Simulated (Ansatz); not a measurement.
Cost and result up the ladder for Si(OAc)H3 (C2H6O2Si) (11 atoms). Charge 0, multiplicity 1. Geometry: r2SCAN-D4/def2-SVP.

```xyz
11

Si   -0.391    1.805   -0.783
O    -0.059    0.117   -0.702
C     0.102   -0.398    0.536
C     0.390   -1.869    0.515
O     0.016    0.295    1.525
H     0.492   -2.246    1.539
H     1.313   -2.055   -0.054
H    -0.420   -2.398   -0.010
H     0.741    2.587   -0.222
H    -1.674    2.118   -0.101
H    -0.511    2.042   -2.245
```

Ansatz on 4 threads of Arm Neoverse V2 on a shared host. Times are rough, and most runs start from the orbitals of an earlier one. CAM-B3LYP-D4/def2-TZVP serves as the yardstick here, not as an exact answer. Differences are given only for rows in sets of like size (and for xTB, whose basis is part of the method), since another set adds its own error. Binding counts from free atoms at the same level (Si triplet, O triplet, C triplet, H doublet; other spins of the atoms weren't run), without zero-point energy or a counterpoise term.

B3LYP takes the VWN-RPA correlation. Correlated methods freeze 9 core orbitals.

Correlated methods converge slowly with the basis.

```tsv
level	functions	wall time
HF/STO-3G	35	0.1 s
HF/6-31G	61	0.25 s
PBE-D4/def2-SVP	104	0.7 s
B3LYP-D4/6-31G	61	0.7 s
PBE0-D4/def2-SVP	104	0.85 s
BLYP-D4/def2-TZVP	197	1.4 s
BHLYP-D4/def2-TZVP	197	1.8 s
CAM-B3LYP-D4/def2-TZVP	197	2 s
PBE-D4/def2-TZVPD	251	2.1 s
PBE0-D4/def2-TZVP (with forces)	197	2.4 s
r2SCAN-D4/def2-TZVP	197	2.7 s
PBE0-D4/def2-TZVPD	251	2.7 s
r2SCAN-D4/def2-TZVPD	251	4 s
CCSD(T)/def2-TZVP	197	48 s
```

Problem. Estimate what each level gives for the binding energy per atom (eV).

Solution. 
| level | binding energy per atom (eV) | difference from CAM-B3LYP-D4/def2-TZVP (eV) |
| --- | --- | --- |
| HF/STO-3G | 3.32 | – |
| HF/6-31G | 2.53 | – |
| PBE-D4/def2-SVP | 4.18 | – |
| B3LYP-D4/6-31G | 3.78 | – |
| PBE0-D4/def2-SVP | 4.08 | – |
| BLYP-D4/def2-TZVP | 4.07 | -0.01 |
| BHLYP-D4/def2-TZVP | 3.92 | -0.16 |
| CAM-B3LYP-D4/def2-TZVP | 4.08 | 0.00 |
| PBE-D4/def2-TZVPD | 4.15 | 0.06 |
| PBE0-D4/def2-TZVP (with forces) | 4.05 | -0.03 |
| r2SCAN-D4/def2-TZVP | 4.08 | -0.01 |
| PBE0-D4/def2-TZVPD | 4.05 | -0.03 |
| r2SCAN-D4/def2-TZVPD | 4.08 | -0.01 |
| CCSD(T)/def2-TZVP | 3.92 | -0.16 |
